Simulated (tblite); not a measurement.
Compound: CH8AlAsS.
Atom-mapped SMILES: `[H][As+:4]([H])([H])[AlH2-:3][S:2][CH3:1]` (hydrogens: H5, H6, H7 on C1; H8, H9 on Al3; H10, H11, H12 on As4)

Computed with GFN2-xTB (tblite), gas phase: L-BFGS steps from a force-field or distance-geometry start until the largest atomic force falls under 0.01 eV/Å.

At the end of the run (lengths in Å): Al3–As4 2.672, S2–Al3 2.196, As4–H12 1.481, As4–H10 1.491, C1–S2 1.842, Al3–H9 1.568, As4–H11 1.499, Al3–As4–H11 159.1°, Al3–As4–H12 91.8°, C1–S2–Al3 94.6°, As4–Al3–H9 83.5°, C1–S2–Al3–As4 -43°, H8–Al3–S2–C1 -152°, H8–Al3–As4–H10 -136°.

**Question.** These geometries were met on the way; a selection of coordinates is given. Order them by energy above the end point, lowest first.
A. Al3–As4 2.627, S2–Al3 2.202, As4–H12 1.485, As4–H10 1.492, C1–S2 1.851, Al3–H9 1.567, As4–H11 1.490, Al3–As4–H11 128.3°, Al3–As4–H12 117.8°, C1–S2–Al3 116.6°, As4–Al3–H9 91.5°, C1–S2–Al3–As4 -11°, H8–Al3–S2–C1 -112°, H8–Al3–As4–H10 -175°
B. Al3–As4 2.653, S2–Al3 2.145, As4–H12 1.463, As4–H10 1.496, C1–S2 1.877, Al3–H9 1.514, As4–H11 1.504, Al3–As4–H11 125.3°, Al3–As4–H12 116.3°, C1–S2–Al3 119.6°, As4–Al3–H9 91.2°, C1–S2–Al3–As4 -10°, H8–Al3–S2–C1 -112°, H8–Al3–As4–H10 -175°
C. Al3–As4 2.568, S2–Al3 2.161, As4–H12 1.491, As4–H10 1.525, C1–S2 1.901, Al3–H9 1.541, As4–H11 1.527, Al3–As4–H11 117.3°, Al3–As4–H12 110.0°, C1–S2–Al3 116.2°, As4–Al3–H9 99.7°, C1–S2–Al3–As4 -10°, H8–Al3–S2–C1 -124°, H8–Al3–As4–H10 -174°
D. Al3–As4 2.436, S2–Al3 2.291, As4–H12 1.574, As4–H10 1.567, C1–S2 1.795, Al3–H9 1.604, As4–H11 1.553, Al3–As4–H11 113.8°, Al3–As4–H12 105.7°, C1–S2–Al3 111.7°, As4–Al3–H9 107.6°, C1–S2–Al3–As4 -11°, H8–Al3–S2–C1 -134°, H8–Al3–As4–H10 -173°
E. Al3–As4 2.769, S2–Al3 2.193, As4–H12 1.485, As4–H10 1.497, C1–S2 1.845, Al3–H9 1.560, As4–H11 1.496, Al3–As4–H11 132.2°, Al3–As4–H12 113.5°, C1–S2–Al3 108.0°, As4–Al3–H9 91.1°, C1–S2–Al3–As4 -12°, H8–Al3–S2–C1 -112°, H8–Al3–As4–H10 -173°

**Answer.** E (0.081 eV), A (0.134 eV), B (0.220 eV), C (0.604 eV), D (1.279 eV).

```
step  E above end (eV)  rms distance from the end, all atoms (Å)  largest force (eV/Å)  rms shift of all bonds from the end (Å)
  20             0.081                                     0.454                 0.114                                    0.029
   9             0.134                                     0.499                 0.129                                    0.016
   4             0.220                                     0.504                 1.099                                    0.028
   2             0.604                                     0.519                 1.639                                    0.043
   0             1.279                                     0.541                 2.739                                    0.090
```

Rows stand in the order of the answer.
